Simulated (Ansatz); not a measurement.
`NC(O)(F)S` and `NC(F)([SiH3])S` differ in one atom or group.

Ansatz, PBE0-D4/def2-TZVP geometries, multiplicity 1. Each molecule was computed in one conformer, which needn't be the lowest.

```
                                        property  `NC(O)(F)S`
             HOMO energy (B3LYP/def2-TZVPP) / eV        -7.12
              HOMO energy (PBE0/def2-TZVPP) / eV        -7.36
  zero-point energy (PBE0-D4/def2-TZVP) / kJ/mol        159.7
           HOMO energy (ωB97M-V/def2-TZVPP) / eV        -9.65
            HOMO–LUMO gap (PBE0/def2-TZVPP) / eV         7.56
size of the dipole moment (B3LYP/def2-TZVPP) / D         1.61
```

Problem. What does the change do to each property? (An estimate is asked.)

Solution. Computed: 
```
                                        property  `NC(F)([SiH3])S`  shift
             HOMO energy (B3LYP/def2-TZVPP) / eV             -6.97   0.15
              HOMO energy (PBE0/def2-TZVPP) / eV             -7.19   0.17
  zero-point energy (PBE0-D4/def2-TZVP) / kJ/mol             185.6   25.9
           HOMO energy (ωB97M-V/def2-TZVPP) / eV             -9.40   0.25
            HOMO–LUMO gap (PBE0/def2-TZVPP) / eV              7.09  -0.47
size of the dipole moment (B3LYP/def2-TZVPP) / D              2.01   0.40
```

With PBE0 the HOMO rises by 0.17 eV and the LUMO falls by 0.30 eV, so the gap narrows by about 0.47 eV. PBE moves the HOMO by 0.07 eV and ωB97M-V by 0.25 eV. The zero-point energy changes by 25.9 kJ/mol with +6 modes. Dipoles are sizes alone; their direction can turn.

Positive LUMOs are unbound, so they and the gaps depend on the basis.

B3LYP here is the variant with VWN-RPA as its local correlation; programs differ in this.
